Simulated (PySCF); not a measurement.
Compound: C₅H₉NO.
Atom-mapped SMILES: `[CH3:1][C:2](=[O:3])[CH:4]1[CH2:5][NH:6][CH2:7]1`

Cartesian coordinates in Å at the GFN2-xTB level; atoms count from 1:
```
atom  x, y, z in Å
C1     2.2760    0.0482   -0.2602
C2     0.9806   -0.7229   -0.2189
O3     0.8298   -1.7869   -0.7634
C4    -0.1220   -0.0187    0.5321
C5    -1.4717   -0.7428    0.6333
N6    -2.1453    0.4326    0.0688
C7    -0.8704    1.0371   -0.3141
H8     2.9440   -0.3756   -1.0053
H9     2.0852    1.0964   -0.4771
H10    2.7531   -0.0147    0.7165
H11    0.2450    0.3814    1.4758
H12   -1.4964   -1.6437    0.0124
H13   -1.8213   -0.9827    1.6387
H14   -2.7906    0.2482   -0.6904
H15   -0.7782    2.0724    0.0219
H16   -0.6254    0.9805   -1.3815
```

Definitions: NICS(0) = −σiso at the ring centroid; NICS(1) = −σiso and NICS(1)zz = −σzz at ±1 Å along the ring normal z. Level: GIAO PBE0/pcSseg-1 (PySCF, non-relativistic, gas phase) on the GFN2-xTB geometry, one conformer.

Ring bond lengths (Å), with Mayer bond orders in brackets: C4–C5 1.535 (1.00), C5–N6 1.468 (0.97), N6–C7 1.462 (0.99), C7–C4 1.546 (0.97).

Q: What do the NICS probes read (ppm)?

A: 
```csv
ring,type,NICS(0),"NICS(1), two faces","NICS(1)zz, two faces",rms pucker (Å),"centre to ring atoms, mean (Å)"
C4–C5–N6–C7,4-membered ring with N; formal bonds all single,-1.5,0.7 / 0.5,5.7 / 2.2,0.07,1.06
```

Q: What can be read from them?

A: 
- C4–C5–N6–C7: mean NICS(1)zz 4.0 ppm, deshielded. C4, C5, C7 have four or more neighbours, and the NICS criterion for π rings isn't applied. The two faces differ by 3.5 ppm, so no symmetry operation interchanges them.

Q: How shielded are the nuclei of the rings and their hydrogens (means over atoms taken as equivalent)?

A: 
```csv
atoms,environment,σ isotropic (ppm),"principal values of the symmetric part, first atom (ppm)"
C4,sp3 carbon next to a carbonyl,142.1,"123.3, 137.1, 166.0"
C5 (×2),sp3 carbon bound to nitrogen,135.8,"112.9, 131.7, 172.4"
N6,secondary amine nitrogen,246.1,"195.1, 266.7, 276.5"
H11,methine hydrogen,28.22,"24.6, 28.6, 31.4"
H12 (×2),methylene hydrogen,27.70,"24.7, 25.9, 31.0"
H13 (×2),methylene hydrogen,27.97,"24.7, 26.0, 34.1"
H14,N–H hydrogen,31.56,"24.5, 29.0, 41.2"
```
